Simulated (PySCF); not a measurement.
A PySCF script (with the pyscf-properties extension) for the NMR shieldings of SMILES C#CCC(=C)[SiH2]N[SiH2]C#C, C7H11NSi2, on a GFN2-xTB geometry:

```python
import basis_set_exchange as bse
import numpy as np
from pyscf import gto, dft
from pyscf.prop import nmr

atoms = """
C    -3.317109   -1.405742   -1.438281
C    -3.155072   -0.529780   -0.639461
C    -2.917953    0.541547    0.307091
C    -1.453386    0.897522    0.327632
C    -1.039303    2.067917   -0.134293
Si   -0.285210   -0.390853    1.060821
N     1.231898   -0.229818    0.251259
Si    2.748510   -0.952625    0.678648
C     3.940314   -0.353863   -0.606847
C     4.707049    0.025622   -1.451008
H    -3.476759   -2.175656   -2.132115
H    -3.525193    1.407845    0.024473
H    -3.228784    0.205504    1.301253
H    -1.716823    2.809042   -0.535358
H     0.003251    2.340218   -0.126687
H    -0.853312   -1.736997    0.907979
H    -0.057590   -0.119683    2.486614
H     1.184199    0.152587   -0.679692
H     2.688209   -2.419630    0.633917
H     3.135719   -0.476202    2.008974
H     5.378426    0.359987   -2.189850
"""
names = dict.fromkeys(["C", "Si", "N", "H"], "pcSseg-1")
basis = {el: gto.basis.parse(bse.get_basis(n, elements=[el], fmt="nwchem")) for el, n in names.items()}
mol = gto.M(atom=atoms, basis=basis, charge=0, verbose=0)
mf = dft.RKS(mol, xc="PBE0")
mf.grids.level = 2
mf.grids.alignment = dft.numint.BLKSIZE   # the property module wants whole blocks of grid points
mf.conv_tol = 1e-9
mf.kernel()

calc = nmr.RKS(mf)   # GIAO
C = mf.mo_coeff
Co = C[:, mf.mo_occ > 0]
resp = mf.gen_response(singlet=True, hermi=2)
def vind(x):   # induced exchange potential for any number of trial vectors
    d = np.einsum("pi,xij,qj->xpq", C, 2 * x.reshape(-1, C.shape[1], Co.shape[1]), Co, optimize=True)
    return np.einsum("xpq,pi,qj->xij", resp(d - d.transpose(0, 2, 1)), C, Co, optimize=True).ravel()
mo1, _ = nmr.rhf.solve_mo1(calc, with_cphf=vind)
sigma = calc.kernel(mo1)
for i, s in enumerate(sigma):   # ppm
    w = np.linalg.eigvalsh((s + s.T) / 2)
    print("%2d %-2s iso %8.1f  s11 %8.1f  s22 %8.1f  s33 %8.1f" % (i, mol.atom_pure_symbol(i), w.mean(), *w))
```

Problem. Give the expected output.

Solution. 
```
 0 C  iso    109.5  s11     36.1  s22     44.3  s33    248.0
 1 C  iso    100.1  s11      0.1  s22      5.7  s33    294.3
 2 C  iso    156.0  s11    140.9  s22    154.3  s33    172.8
 3 C  iso     34.6  s11    -80.1  s22     17.9  s33    166.0
 4 C  iso     51.2  s11    -65.6  s22     65.1  s33    154.2
 5 Si iso    393.9  s11    350.3  s22    384.6  s33    446.8
 6 N  iso    259.8  s11    218.0  s22    269.0  s33    292.4
 7 Si iso    407.3  s11    364.7  s22    401.2  s33    455.9
 8 C  iso     98.6  s11     -2.9  s22      9.3  s33    289.2
 9 C  iso     84.2  s11     -1.5  s22      3.5  s33    250.7
10 H  iso     30.2  s11     24.9  s22     25.5  s33     40.2
11 H  iso     28.6  s11     24.2  s22     27.8  s33     33.7
12 H  iso     28.6  s11     25.3  s22     27.0  s33     33.6
13 H  iso     25.5  s11     22.2  s22     24.8  s33     29.3
14 H  iso     25.7  s11     23.1  s22     24.1  s33     30.1
15 H  iso     26.4  s11     22.5  s22     25.6  s33     31.1
16 H  iso     26.7  s11     23.3  s22     25.6  s33     31.4
17 H  iso     31.9  s11     22.2  s22     31.7  s33     41.7
18 H  iso     26.6  s11     22.7  s22     25.1  s33     31.9
19 H  iso     26.6  s11     23.3  s22     25.0  s33     31.6
20 H  iso     29.8  s11     24.7  s22     24.8  s33     39.8
```

These numbers come from an equivalent density-fitted implementation of the same equations, which agrees with the script to about 0.01 ppm for H and up to a few tenths of a ppm for heavy atoms, so last digits may differ.

Problem. Turn these shieldings into chemical shifts. δ = σ(ref) − σ, references computed at the same level: TMS for ¹³C (σref 186.93), ²⁹Si (σref 349.16), ¹H (σref 31.72); ¹⁵N (σref 267.73) against NH3.

Solution. Averaging equivalent atoms: C 3: 152.3; C 4: 135.7; C 9: 102.7; C 8: 88.4; C 1: 86.9; C 0: 77.5; C 2: 30.9; Si 5: -44.8; Si 7: -58.1; N 6: 8.0; H 13: 6.25; H 14: 5.98; H 15/16: 5.14; H 18/19: 5.12; H 11/12: 3.12; H 20: 1.94; H 10: 1.52; H 17: -0.16 ppm. Experimental scales use liquid or dissolved standards, which lie at an offset from isolated NH3 (liquid NH3: subtract about 20 ppm).

Size and cost of the density-fitted run: 239 basis functions, 77 s wall time on 1 thread of an Arm Neoverse V1, shared host; peak memory 1.1 GiB.
